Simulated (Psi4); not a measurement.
C4H6ClN2Pd (SMILES CC#[N]->[Pd+]([Cl])<-[N]#CC), charge +1, singlet, at a GFN2-xTB geometry (such geometries of metal compounds can be far from the true shape) (the multiplicity is a formal guess) (core potentials on Pd); SVWN/def2-SVP run with Psi4.

Psi4 was given this input:
```
memory 2 GB

molecule {
1 1
Pd   -0.35637324    0.01987576    0.12555418
Cl    1.70157818   -0.08856845   -0.59531569
C     0.91244756   -2.41756458    3.64946867
C     0.47059379   -1.64451613    2.55105356
N     0.10048793   -1.01478026    1.65948693
H     1.35811432   -1.76683907    4.40358317
H     1.66151121   -3.13512869    3.31009091
H     0.07403315   -2.95776244    4.09176749
C    -1.33507777    2.43348223   -3.50559061
C    -1.06675793    1.67400875   -2.34345676
N    -0.85896022    1.05539646   -1.39344341
H    -0.60302534    2.18597443   -4.27633716
H    -1.26632658    3.49827300   -3.27718291
H    -2.33589425    2.21008696   -3.87820079
}

set {
  basis def2-svp
  df_basis_scf def2-universal-jkfit
}

energy('svwn')
print_variables()
```

Q: Predict the main parts of the log of this Psi4 run.

A: 
```
   => Loading Basis Set <=

    Name: DEF2-SVP
    Role: ORBITAL
    Keyword: BASIS

    !!!  WARNING: ECP capability is in beta. Please check occupations closely.  !!!

         ---------------------------------------------------------
                                   SCF
               by Justin Turney, Rob Parrish, Andy Simmonett
                          and Daniel G. A. Smith
                              RKS Reference
         ---------------------------------------------------------

  ==> Geometry <==

    Molecular point group: c1
    Full point group: C1

    Geometry (in Angstrom), charge = 1, multiplicity = 1:

       Center              X                  Y                   Z               Mass
    ------------   -----------------  -----------------  -----------------  -----------------
         PD          -0.346478939352     0.019174516801     0.121970522098   105.903480400000
         CL           1.711472480648    -0.089269693199    -0.598899347902    34.968852682000
         C            0.922341860648    -2.418265823199     3.645885012098    12.000000000000
         C            0.480488090648    -1.645217373199     2.547469902098    12.000000000000
         N            0.110382230648    -1.015481503199     1.655903272098    14.003074004430
         H            1.368008620648    -1.767540313199     4.399999512098     1.007825032230
         H            1.671405510648    -3.135829933199     3.306507252098     1.007825032230
         H            0.083927450648    -2.958463683199     4.088183832098     1.007825032230
         C           -1.325183469352     2.432780986801    -3.509174267902    12.000000000000
         C           -1.056863629352     1.673307506801    -2.347040417902    12.000000000000
         N           -0.849065919352     1.054695216801    -1.397027067902    14.003074004430
         H           -0.593131039352     2.185273186801    -4.279920817902     1.007825032230
         H           -1.256432279352     3.497571756801    -3.280766567902     1.007825032230
         H           -2.325999949352     2.209385716801    -3.881784447902     1.007825032230

  Running in c1 symmetry.

  Rotational constants: A =      0.11726  B =      0.01777  C =      0.01552 [cm^-1]
  Rotational constants: A =   3515.23728  B =    532.58553  C =    465.22593 [MHz]
  Nuclear repulsion =  482.790016951045345

  Charge       = 1
  Multiplicity = 1
  Electrons    = 78
  Nalpha       = 39
  Nbeta        = 39

  ==> Algorithm <==

  SCF Algorithm Type is DF.
  DIIS enabled.
  MOM disabled.
  Fractional occupation disabled.
  Guess Type is SAD.
  Energy threshold   = 1.00e-06
  Density threshold  = 1.00e-06
  Integral threshold = 1.00e-12

  ==> Primary Basis <==

  Basis Set: DEF2-SVP
    Blend: DEF2-SVP
    Number of shells: 73
    Number of basis functions: 163
    Number of Cartesian functions: 175
    Spherical Harmonics?: true
    Max angular momentum: 3

  Core potential: DEF2-SVP
    Number of shells: 4
    Number of ECP primitives: 14
    Number of ECP core electrons: 28
    Max angular momentum: 3

  ==> DFT Potential <==

   => LibXC <=

    Version 7.1.2
    S. Lehtola, C. Steigemann, M. J. T. Oliveira, and M. A. L. Marques,  SoftwareX 7, 1–5 (2018) (10.1016/j.softx.2017.11.002)

   => Composite Functional: SVWN <=

    Slater exchange
    Vosko, Wilk & Nusair (VWN5_RPA)
    P. A. M. Dirac,  Math. Proc. Cambridge Philos. Soc. 26, 376 (1930) (10.1017/S0305004100016108)
    F. Bloch,  Z. Phys. 57, 545 (1929) (10.1007/BF01340281)
    S. H. Vosko, L. Wilk, and M. Nusair,  Can. J. Phys. 58, 1200 (1980) (10.1139/p80-159)

    Deriv               =              1
    GGA                 =          FALSE
    Meta                =          FALSE

    Exchange Hybrid     =          FALSE
    MP2 Hybrid          =          FALSE

   => Exchange Functionals <=

    1.0000         XC_LDA_X

   => Correlation Functionals <=

    1.0000   XC_LDA_C_VWN_RPA

   => LibXC Density Thresholds  <==

[...]
    Number of Cartesian functions: 1201
    Spherical Harmonics?: true
    Max angular momentum: 6

  Minimum eigenvalue in the overlap matrix is 9.1503920181E-04.
  Reciprocal condition number of the overlap matrix is 1.6812468188E-04.
    Using symmetric orthogonalization.

  ==> Pre-Iterations <==

  SCF Guess: Superposition of Atomic Densities via on-the-fly atomic UHF (no occupation information).

   -------------------------
    Irrep   Nso     Nmo
   -------------------------
     A        163     163
   -------------------------
    Total     163     163
   -------------------------

  ==> Iterations <==

                           Total Energy        Delta E     RMS |[F,P]|

   @DF-RKS iter SAD:  -850.31198193573584   -8.50312e+02   0.00000e+00
   @DF-RKS iter   1:  -835.37554871020654    1.49364e+01   3.00776e-02 DIIS/ADIIS
   @DF-RKS iter   2:  -639.09960342876332    1.96276e+02   7.21027e-02 DIIS/ADIIS
   @DF-RKS iter   3:  -836.91000386311021   -1.97810e+02   2.60176e-02 DIIS/ADIIS
   @DF-RKS iter   4:  -846.08385821200966   -9.17385e+00   1.66868e-02 DIIS/ADIIS
   @DF-RKS iter   5:  -847.69394017936872   -1.61008e+00   1.47650e-02 DIIS/ADIIS
   @DF-RKS iter   6:  -850.25377564446921   -2.55984e+00   5.13971e-03 DIIS/ADIIS
   @DF-RKS iter   7:  -850.09263156562270    1.61144e-01   6.37902e-03 DIIS/ADIIS
   @DF-RKS iter   8:  -850.56786022280949   -4.75229e-01   1.27442e-03 DIIS/ADIIS
   @DF-RKS iter   9:  -850.58989481386789   -2.20346e-02   3.54335e-04 DIIS/ADIIS
   @DF-RKS iter  10:  -850.59161479800025   -1.71998e-03   1.64267e-04 DIIS/ADIIS
   @DF-RKS iter  11:  -850.59198144314769   -3.66645e-04   3.81842e-05 DIIS
   @DF-RKS iter  12:  -850.59199724458608   -1.58014e-05   1.65563e-05 DIIS
   @DF-RKS iter  13:  -850.59200064292577   -3.39834e-06   6.39187e-06 DIIS
   @DF-RKS iter  14:  -850.59200103792091   -3.94995e-07   2.50800e-06 DIIS
   @DF-RKS iter  15:  -850.59200110892323   -7.10023e-08   2.33589e-07 DIIS
  Energy and wave function converged.

  ==> Post-Iterations <==

   Electrons on quadrature grid:
      Ntotal   =   77.9999923714 ; deviation = -7.629e-06

    Orbital Energies [Eh]
    ---------------------

    Doubly Occupied:

[...]
    Virtual:

[...]
     163A     51.107774

    Final Occupation by Irrep:
              A
    DOCC [    39 ]
    NA   [    39 ]
    NB   [    39 ]

  @DF-RKS Final Energy:  -850.59200110892323

   => Energetics <=

    Nuclear Repulsion Energy =            482.7900169510453452
    One-Electron Energy =               -2165.2284581472385980
    Two-Electron Energy =                 907.6051491838625225
    DFT Exchange-Correlation Energy =     -75.7587090965924546
    Empirical Dispersion Energy =           0.0000000000000000
    VV10 Nonlocal Energy =                  0.0000000000000000
    Total Energy =                       -850.5920011089232275

Computation Completed

Properties will be evaluated at   0.000000,   0.000000,   0.000000 [a0]

Properties computed using the SCF density matrix

 Multipole Moments:

 ------------------------------------------------------------------------------------
     Multipole            Electronic (a.u.)      Nuclear  (a.u.)        Total (a.u.)
 ------------------------------------------------------------------------------------

 L = 1.  Multiply by 2.5417464519 to convert [e a0] to [Debye]
 Dipole X            :        -21.2918378           20.3336437           -0.9581941
 Dipole Y            :          1.1986749           -1.1563593            0.0423156
 Dipole Z            :          7.5085640           -7.1783627            0.3302013
 Magnitude           :                                                    1.0143764

 ------------------------------------------------------------------------------------

  Variable Map:
  ----------------------------------------------------------------------------
[...]
  Array Variable Map:
  ----------------------------------------------------------------------------
[...]
[...]
```
